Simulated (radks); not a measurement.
All-electron atom: I in [Kr] 4d10 5s2 5p5.

Calculated with a radial shooting solver on a logarithmic mesh with Libxc functionals: Dirac Kohn-Sham, PBEsol, spin-unpolarised, spherical densities, point nucleus; open shells are shared between the two j in proportion to 2j + 1.

Energy parts (hartree):
total: -7116.05183
kinetic: 7542.38720
electron-nucleus: -17298.06270
Hartree: 2818.20741
exchange-correlation: -178.58374

Orbitals (lengths in bohr, moments of r in powers of bohr; <r^-3> diverges for s and p1/2):
orbital,occ.,eigenvalue (hartree),<r^-3>
1s1/2,2,-1210.685,-
2s1/2,2,-186.9997,-
2p1/2,2,-175.4715,-
2p3/2,4,-164.5015,5227
3s1/2,2,-37.73421,-
3p1/2,2,-32.96760,-
3p3/2,4,-30.90352,1005
3d3/2,4,-22.49910,160.9
3d5/2,6,-22.06490,148.8
4s1/2,2,-6.62030,-
4p1/2,2,-4.95688,-
4p3/2,4,-4.55357,196.6
4d3/2,4,-1.88064,23.90
4d5/2,6,-1.81756,21.87
5s1/2,2,-0.64043,-
5p1/2,1.66667,-0.28652,-
5p3/2,3.33333,-0.24933,17.78

The highest occupied level is 5p3/2 at -6.785 eV. The density falls to 0.001 e/bohr^3 at r = 4.51 bohr. For comparison, the ionisation energy in NIST's Atomic Spectra Database is 10.451 eV (measured). In exact Kohn-Sham theory the highest level is minus the ionisation energy, but local and semilocal functionals leave it too shallow, through self-interaction and a potential that decays too fast; potentials with the right tail come closer.

Beside tabulated values, note that spin-unpolarised runs miss the spin-polarisation part of the exchange energy of open shells.
